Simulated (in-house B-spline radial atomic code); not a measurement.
Values are calculated unless marked as measured or tabulated.
Ghost states of the separable form: Si

Si, [Ne] 3s2 3p2, non-relativistic LDA (VWN5), spherical and spin-unpolarised, from an all-electron radial atomic-structure program (B-spline basis) (atomic units; all potentials screened as in the neutral atom).

Troullier-Martins channels: 3s (ε = -0.3981, r_c = 1.741 bohr), 3p (ε = -0.1533, r_c = 2.126 bohr). In the Kleinman-Bylander form one channel serves as the local potential, and each other channel l becomes |δV u><u δV|/<u|δV|u>, with δV = V_l − V_local and u the pseudo-orbital. Its strength is E_KB = <u|δV²|u>/<u|δV|u>. By the analysis of Gonze, Stumpf and Scheffler a spurious state lies below the reference level ε if E_KB > 0 and ε is above the second level of the local potential alone, or if E_KB < 0 and ε is above its first. The table's levels are those of angular momentum l in a sphere of 9 bohr, whose wall can lift a shallow ε a little above its free-atom value.

| local | channel | <u δV u> | <u δV² u> | ε | first local level | second local level |
| --- | --- | --- | --- | --- | --- | --- |
| p | s | 0.073441 | 0.1648 | -0.3981 | -0.5688 | -0.0099 |
| s | p | -0.034124 | 0.076746 | -0.1528 | -0.1328 | 0.1179 |

(1) Apply the rule to each row.

Diagonalising the separable Hamiltonian gives:

```tsv
local	channel	three lowest levels	all-electron, two lowest valence levels
p	s	-0.3981, 0.0311, 0.3323	-0.3981, 0.0312
s	p	-0.1528, 0.1064, 0.4277	-0.1528, 0.1067
```

(2) Which choices of local channel are safe?

Answers

(1) Local p, channel s: E_KB = +2.24, so ε = -0.3981 is set against -0.0099: no ghost. Local s, channel p: E_KB = -2.25, so ε = -0.1528 is set against -0.1328: no ghost.

(2) All are free of ghosts. Among the safe choices the second level, which tests transfer, is off by at most 0.2 millihartree (s local), 0.1 millihartree (p local).
